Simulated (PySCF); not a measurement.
**HPrS: from structure and modes to constants**

All numbers come from UB3LYP/[Pr def2-SVP with ECP28, S def2-SVP, H def2-SVP], scalar-relativistic core potentials, density fitting, no spin–orbit coupling, PySCF.

The triplet minimum has Cs symmetry. Masses (u): Pr 140.90765, S 31.97207, H 1.00782.

```xyz
3
charge 0 multiplicity 3, angstrom
Pr    0.3427    0.0000   -0.2613
S    -1.5632    0.0000    1.0944
H     2.0295    0.0000    0.9528
```

Harmonic wavenumbers (cm⁻¹): 339.1 (×1), 467.2 (×1), 1331.3 (×1).

Task: Find the principal moments of inertia and the rotational constants. What kind of rotor is it?

Result: About the centre of mass I = 3.8434, 143.81, 147.65 u Å². With B = 16.8576/I this gives 4.386, 0.1172, 0.1142 cm⁻¹. The molecule is an asymmetric top with κ = -1.00.

Task: What is the harmonic zero-point energy?

Result: Half the sum of all 3 wavenumbers, 2138/2 = 1069 cm⁻¹, which is 12.8 kJ/mol (1 cm⁻¹ = 0.0119627 kJ/mol).

Task: Find the vibrational entropy and heat capacity at 298.15 K.

Result: With u = 1.43878 ω/T, each mode gives S = R[u/(eᵘ−1) − ln(1−e⁻ᵘ)] and C = R u² eᵘ/(eᵘ−1)².
```csv
ω (cm⁻¹),u,S (J/(mol K)),C (J/(mol K))
339.1,1.637,5.09,6.68
467.2,2.255,3.12,5.53
1331.3,6.424,0.10,0.56
```
The sums over all modes are S = 8.3 and C = 12.8 J/(mol K); the softest mode gives 61 % of the entropy.

Task: Give the standard entropy (298.15 K, 1 bar) by its translational, rotational, vibrational and spin parts, and Cp.

Result: Sackur–Tetrode with M = 173.89 u gives 173.2; rotation with symmetry number 1 gives 95.5; vibration 8.3; spin R ln 3 = 9.1. The total is 286.2 J/(mol K), and Cp = 4 R + 12.8 = 46.0 J/(mol K).

The spin densities have lower symmetry than the nuclear frame, so modes carry no symmetry labels. Only a few start shapes were tried, so a lower isomer may exist. With open d or f shells other occupations or spin states may lie lower. The pruned grid is coarse for the open f shell: energies are uncertain by about 2 kJ/mol and soft modes are noisy. No spin–orbit coupling is included, which matters more the heavier the element.
